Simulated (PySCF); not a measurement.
C3H5B.
Cartesian coordinates in Å at the PBE0-D3(BJ)/def2-SVP level; atoms count from 1:
```xyz
9
C3H5B angstrom
B      1.6203    0.3349   -0.2508
C      0.1255    0.2972   -0.0541
C     -1.0864    0.6769    0.2632
C     -0.9972   -0.7694    0.0342
H      2.1269    0.9929   -1.1291
H      2.3171   -0.3486    0.4630
H     -1.6879    1.4753    0.6935
H     -1.3251   -1.2016   -0.9219
H     -1.0349   -1.4771    0.8783
```

Level of theory: PBE0-D3(BJ)/def2-SVP geometry optimisation, gas phase in PySCF 2.14.0.

Masses are those of the commonest isotopes; rigid-rotor values at the optimised geometry. The values belong to one conformer with, in the numbering `[BH2:1][C:2]1=[CH:3][CH2:4]1`, H–B1–C2–C3 -72° and 110°.

Give the principal moments of inertia and the rotational constants in MHz.

Ia = 23.17, Ib = 76.97, Ic = 93.46 u·Å²; 505379 MHz·u·Å²/I gives A = 21811, B = 6566, C = 5408 MHz.

Classify the top.

An asymmetric top: κ = (2 × 6566 − 21811 − 5408)/(21811 − 5408) = -0.86.

What does the inertial defect say?

Not planar: Δ = Ic − Ia − Ib = -6.69 u·Å². For a rigid frame Δ = −2 Σ m c², so Σ m c² = 3.34 u·Å² lies off the ab plane: 3.30 from hydrogen and 0.04 from heavier atoms. The atom farthest from that plane is 0.98 Å away.

Give the other two planar moments, Paa and Pbb, and the rms extents of the mass along the axes.

Paa = Σ m a² = (Ib + Ic − Ia)/2 = 73.63 and Pbb = Σ m b² = (Ia + Ic − Ib)/2 = 19.83 u·Å². With the mass M = 52.05 u, the rms extents √(P/M) along a, b and c are 1.19, 0.62, 0.25 Å.

Predict some low-J microwave lines.

The dipole components are |μa| = 0.74 D, |μb| = 0.32 D, |μc| = 0.19 D. The squared components, which scale the intensities, stand as 1.00 : 0.18 : 0.06 (a : b : c). Some lines, for components of 0.1 D or more:

| type | branch | J(Ka,Kc) | MHz | lower level (cm⁻¹) |
| --- | --- | --- | --- | --- |
| a | Q | 5(2,3) ← 5(2,4) | 2155 | 8.096 |
| c | Q | 5(1,5) ← 5(0,5) | 8880 | 5.919 |
| a | R | 2(1,1) ← 1(1,0) | 25105 | 0.947 |
| b | R | 4(0,4) ← 3(1,3) | 34642 | 2.807 |
| b | Q | 4(2,2) ← 4(1,3) | 42747 | 4.709 |
| a | R | 4(0,4) ← 3(0,3) | 47269 | 2.386 |
| b | R | 5(0,5) ← 4(1,4) | 47836 | 4.323 |
| a | R | 4(3,2) ← 3(3,1) | 48014 | 7.148 |
| a | R | 4(3,1) ← 3(3,0) | 48027 | 7.148 |
| b | Q | 2(2,1) ← 2(1,2) | 49209 | 1.668 |
| a | R | 5(3,2) ← 4(3,1) | 60108 | 8.750 |
| a | R | 5(2,3) ← 4(2,2) | 60941 | 6.135 |
| a | R | 5(1,4) ← 4(1,3) | 62460 | 4.709 |
| b | R | 5(1,5) ← 4(0,4) | 67530 | 3.963 |
| c | Q | 5(3,3) ← 5(2,3) | 77511 | 8.168 |
| b | Q | 4(3,1) ← 4(2,2) | 78404 | 6.135 |
| b | Q | 4(3,2) ← 4(2,3) | 79329 | 6.104 |
| c | Q | 5(4,2) ← 5(3,2) | 110542 | 10.755 |
| b | Q | 5(4,1) ← 5(3,2) | 110543 | 10.755 |
| c | Q | 4(4,1) ← 4(3,1) | 110643 | 8.750 |
| b | R | 3(3,1) ← 2(2,0) | 115015 | 3.312 |
| c | R | 3(3,1) ← 2(2,1) | 115078 | 3.309 |
| c | R | 5(3,2) ← 4(2,2) | 138512 | 6.135 |
| c | R | 5(3,3) ← 4(2,3) | 139391 | 6.104 |
| b | Q | 5(5,0) ← 5(4,1) | 142284 | 14.442 |
| b | R | 4(4,1) ← 3(3,0) | 158670 | 7.148 |
| b | R | 4(4,0) ← 3(3,1) | 158672 | 7.148 |

Stationary, but not proved a minimum. Constants of a rigid frame at the computed geometry: no zero-point averaging, no centrifugal distortion. Quadrupole hyperfine structure (11B) is left out.
